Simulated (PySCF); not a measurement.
Radial density of Ni (nickel, neutral)

UHF, [Ar] 3d10, closed-shell 1S (an excited configuration). All numbers are calculated (PySCF 2.14, scalar relativity by spin-free X2C-1e, in x2c-TZVPPall (6s5p4d2f1g, 64 functions)).

```tsv
r (bohr)	4πr²ρ (e/bohr)
0.000899	0.2184
0.00151	0.5498
0.00254	1.372
0.00428	3.312
0.00719	7.510
0.0121	15.34
0.0203	26.34
0.0342	33.89
0.0576	29.98
0.0968	27.79
0.163	38.23
0.274	25.02
0.461	17.00
0.775	18.82
1.30	6.370
2.19	1.268
3.69	0.1838
6.20	0.006618
```

Densities and radii are taken from the X2C orbitals without a picture-change correction, which distorts them close to the nucleus.
